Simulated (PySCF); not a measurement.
Trend along group 13: MCl cations

HF with triple-zeta basis sets in PySCF, for the lowest determinant that a PBE0 search found; no spin–orbit coupling. De refers to high-spin ground-configuration atoms (the charge goes to the atom of lower measured ionisation energy or higher electron affinity, which is not always the lowest computed limit). A positive dipole points towards Cl; it is taken about the centre of mass and depends on that origin.

| M | basis | reference | charged atom | state (unpaired electrons) | Re (Å) | ωe (cm⁻¹) | De (eV) | μ (D) |
| --- | --- | --- | --- | --- | --- | --- | --- | --- |
| B | def2-TZVPPD | UHF | B+ | doublet (σ ↑) | 1.593 | 1179 | 3.10 | -3.16 |
| Al | def2-TZVPPD | UHF | Al+ | doublet (σ ↑) | 2.012 | 634 | 1.43 | -6.01 |
| Ga | def2-TZVPPD | UHF | Ga+ | doublet (σ ↑) | 2.077 | 463 | 0.48 | -3.68 |
| In | def2-TZVPPD | UHF | In+ | doublet (σ ↑) | 2.280 | 367 | 0.19 | -3.67 |

The shortest bond is that of BCl⁺ (1.593 Å), the longest that of InCl⁺ (2.280 Å). BCl⁺ is bound most strongly (3.10 eV) and InCl⁺ least (0.19 eV).

Down a group the atoms grow and get heavier, so bonds lengthen and wavenumbers fall; this series shows no clear exception.

These are scalar-relativistic numbers at best; spin–orbit coupling would shift them, the dissociation energy most. For an ion De counts to the pair picked by the measured ionisation energies or electron affinities, which need not be the lowest pair at this level. Hartree–Fock leaves out correlation, which carries a large part of most bond energies and some tenths to 1 eV of ionisation energies. States were picked by a PBE0 search and need not be the measured ground states.
